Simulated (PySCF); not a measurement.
**ORD: `[SiH3]P[Si@H]1CCO1`, C$_{2}$H$_{9}$OPSi$_{2}$**

Molfile (atoms numbered from 1):
```
C2H9OPSi2
     RDKit          3D

 15 15  0  0  0  0  0  0  0  0999 V2000
    2.9018    0.0992    0.6577 Si  0  0  0  0  0  4  0  0  0  0  0  0
    1.3068   -1.3760    0.1327 P   0  0  0  0  0  0  0  0  0  0  0  0
   -0.2746    0.0286   -0.5418 Si  0  0  1  0  0  4  0  0  0  0  0  0
   -2.1041   -0.5113   -0.4768 C   0  0  0  0  0  0  0  0  0  0  0  0
   -2.2000    0.5732    0.5909 C   0  0  0  0  0  0  0  0  0  0  0  0
   -0.8292    0.9554    0.7133 O   0  0  0  0  0  0  0  0  0  0  0  0
    2.6243    0.6026    1.9994 H   0  0  0  0  0  0  0  0  0  0  0  0
    4.1598   -0.6517    0.6391 H   0  0  0  0  0  0  0  0  0  0  0  0
    2.9973    1.2097   -0.2949 H   0  0  0  0  0  0  0  0  0  0  0  0
    1.7579   -1.6298   -1.1472 H   0  0  0  0  0  0  0  0  0  0  0  0
    0.0284    0.8682   -1.7112 H   0  0  0  0  0  0  0  0  0  0  0  0
   -2.7202   -0.3285   -1.3493 H   0  0  0  0  0  0  0  0  0  0  0  0
   -2.3127   -1.5043   -0.0928 H   0  0  0  0  0  0  0  0  0  0  0  0
   -2.7800    1.4414    0.2749 H   0  0  0  0  0  0  0  0  0  0  0  0
   -2.5599    0.2312    1.5613 H   0  0  0  0  0  0  0  0  0  0  0  0
  1  2  1  0
  2  3  1  0
  3  4  1  0
  4  5  1  0
  5  6  1  0
  6  3  1  0
  1  7  1  0
  1  8  1  0
  1  9  1  0
  2 10  1  0
  3 11  1  6
  4 12  1  0
  4 13  1  0
  5 14  1  0
  5 15  1  0
M  END
```

Method: TDDFT BHandHLYP/def2-SVPD circular dichroism and optical rotation, one conformer, gas phase in PySCF. Geometry: GFN2-xTB.

The molecule is flexible and this is one conformer; a measurement averages over conformers.

Stereocentres: Si3 S.

Question: Give the optical rotatory dispersion at 633, 589.3, 546, 436, 405, 365, 355 nm.

Answer: [α] in deg dm⁻¹ (g/mL)⁻¹:
```csv
λ (nm),origin-invariant length gauge,modified velocity gauge,length gauge (centre of mass),isotropic polarisability (au)
633,-56.3,-45.1,-56.9,106.8
589.3,-64.2,-51.1,-64.9,107.3
546,-73.5,-58.0,-74.4,107.9
436,-104.1,-78.1,-105.8,110.7
405,-112.8,-81.6,-115.0,112.0
365,-117.5,-76.7,-120.6,114.3
355,-115.7,-71.8,-119.2,115.0
```

Question: And for the mirror image at 589.3 nm?

Answer: +64.2 deg dm⁻¹ (g/mL)⁻¹ (origin-invariant length gauge): the same size and the opposite sign.

Question: What is the molar rotation [Φ] = [α]·M/100 of the geometry above at 589.3 nm?

Answer: With M = 136.24 g/mol, -87.4 deg cm² dmol⁻¹ (origin-invariant length gauge).

The first excitation lies at 5.79 eV (214 nm) with R = +2.5 × 10⁻⁴⁰ esu² cm² (velocity form).
